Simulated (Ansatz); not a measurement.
One change: `CSS[SiH2]O` becomes `CSS[SiH2][SiH3]`.

Ansatz, PBE0-D4/def2-TZVP geometries, multiplicity 1. Each molecule was computed in one conformer, which needn't be the lowest.

```tsv
property	`CSS[SiH2]O`
LUMO energy (ωB97M-V/def2-TZVPP) / eV	1.09
HOMO–LUMO gap (ωB97M-V/def2-TZVPP) / eV	10.15
HOMO energy (B3LYP/def2-TZVPP) / eV	-6.70
HOMO–LUMO gap (B3LYP/def2-TZVPP) / eV	5.53
HOMO–LUMO gap (PBE0/def2-TZVPP) / eV	5.97
LUMO energy (PBE0/def2-TZVPP) / eV	-0.95
```

Q: Give the same properties after the change, and the shifts. (Estimate.)

A: Computed: 
```json
{"property": "LUMO energy (ωB97M-V/def2-TZVPP) / eV", "`CSS[SiH2][SiH3]`": "1.19", "shift": "0.10"}
{"property": "HOMO–LUMO gap (ωB97M-V/def2-TZVPP) / eV", "`CSS[SiH2][SiH3]`": "10.12", "shift": "-0.03"}
{"property": "HOMO energy (B3LYP/def2-TZVPP) / eV", "`CSS[SiH2][SiH3]`": "-6.57", "shift": "0.13"}
{"property": "HOMO–LUMO gap (B3LYP/def2-TZVPP) / eV", "`CSS[SiH2][SiH3]`": "5.51", "shift": "-0.02"}
{"property": "HOMO–LUMO gap (PBE0/def2-TZVPP) / eV", "`CSS[SiH2][SiH3]`": "5.95", "shift": "-0.02"}
{"property": "LUMO energy (PBE0/def2-TZVPP) / eV", "`CSS[SiH2][SiH3]`": "-0.84", "shift": "0.11"}
```

Positive LUMOs are unbound, so they and the gaps depend on the basis.

B3LYP here is the variant with VWN-RPA as its local correlation; programs differ in this.
